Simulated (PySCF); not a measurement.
# Dipole response of Ru (ruthenium, neutral)

[Kr] 4d7 5s1, high-spin 5F determinant. Computed with PySCF 2.14 in aug-cc-pwCVTZ-PP with ECP28MDF, with scalar relativity through the core potential. Coupled (time-dependent) response in atomic units; α is the mean over directions.

```csv
method,mean α (bohr³),"α xx, yy, zz",C₆ (like pair),S(−4)
PBE0,61.77,"61.77, 61.77, 61.77",568.7,2496
BP86,56.04,"56.07, 56.07, 55.99",515.5,1877
```

S(−4) is the Cauchy moment in α(ω) = α(0) + S(−4) ω² + …

Reference α: 72 ± 10 bohr³ (recommended; Schwerdtfeger and Nagle, table of static dipole polarizabilities (2023 update)). Published C₆: 809.0 (Gould and Bucko (2016)).

Spin-orbit coupling is absent.

α(iu) at BP86:

```
u (hartree)  α(iu) (bohr³)
          0          56.04
     0.0500          51.81
      0.100          42.90
      0.200          27.78
      0.300          19.54
      0.500          12.02
      0.750          7.904
       1.00          5.696
       1.50          3.416
       2.00          2.289
       3.00          1.230
       5.00         0.5152
```

A single London oscillator, α(iu) = α/(1 + u²/ω²), gives C₆ = (3/4) ω α². Matching the computed C₆ needs ω = 4 × 515.5 / (3 × 56.04²) = 0.219 hartree.

The components differ because the open shell of this determinant is not spherical; for a pure term their mean is the scalar polarisability.

Energies and moments cover only the electrons outside the core potential.
